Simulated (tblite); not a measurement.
Species: C₄H₇Si (doublet state).
Structure used (GFN2-xTB), in Å, numbered top down from 1:
```xyz
12
C4H7Si angstrom
Si     2.1038    0.2508    0.1620
C      0.3254   -0.2507   -0.0700
C     -0.3813   -1.3165   -0.4369
C     -1.7597   -0.7394   -0.3075
C     -0.9835    0.5249    0.1256
H      2.9718   -0.8778   -0.1652
H      2.3859    1.3921   -0.7166
H      2.2970    0.6668    1.5562
H     -2.3170   -0.6534   -1.2378
H     -2.3843   -1.1925    0.4593
H     -1.0957    1.3698   -0.5520
H     -1.1612    0.8252    1.1570
```

Computed values, GFN2-xTB/tblite, gas phase, harmonic and unscaled. Against measured fundamentals such values can be off by several per cent, at times by over 20. Modes of hydrogen on silicon can be 10 to 20 % off. Open shells enter through the occupations alone, without spin polarisation, and single modes of such species can be off by tens of per cent.

Question: How many normal modes are there?

Answer: 12 atoms, non-linear: 3N − 6 = 30.

Question: What is the point group of the computed structure, and how do the modes divide by symmetry?

Answer: Cs. The vibrations span 18 a′ + 12 a″.

Question: How many distinct wavenumbers does the calculation give?

Answer: 30: Cs has no degenerate species.

Question: How many fundamentals are allowed in the infrared by symmetry?

Answer: 30 of 30: in Cs every mode is allowed. All fundamentals are allowed in the Raman spectrum.

Question: What zero-point energy do the modes add up to?

Answer: Half the sum of the wavenumbers, 19026 cm⁻¹, or 2.359 eV from 30 modes, 1.262 eV of it from above 1550 cm⁻¹.

Question: How far is the lowest real mode excited at 77 K, as a harmonic oscillator?

Answer: 68.5 cm⁻¹ is a vibrational temperature θ of 99 K. The population of v = 1 over v = 0 is exp(−θ/T) = 0.28, and the mean quantum number is 0.39.

Time: 0.24 s of wall time. Hardware: one thread of an Arm Neoverse V1, on a shared host. The figure is for the frequency step alone.
